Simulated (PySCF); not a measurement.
CH3, charge +1. Atoms are numbered in the order given.

```xyz
4

C      0.0000     0.0000     0.0000
H      1.0934     0.0000     0.0000
H     -0.5467     0.9469     0.0000
H     -0.5467    -0.9469     0.0000
```
Charge +1, spin multiplicity 1.

The structure is a stationary point at ωB97X-D3(BJ)/def2-TZVPD.

Level of theory: PBE/def2-TZVPD (PySCF).

Computed frontier levels, gap, dipole moment and polarisability:
The highest occupied level is -19.98 eV and the lowest empty level is -14.48 eV. The orbital gap comes out as 5.49 eV. The dipole moment about the centre of nuclear charge is 0.00 D and the mean static polarisability comes out as 9.1 bohr³ (1.35 Å³). The polarisability, principal values is 7.2, 10.0, 10.0 bohr³.
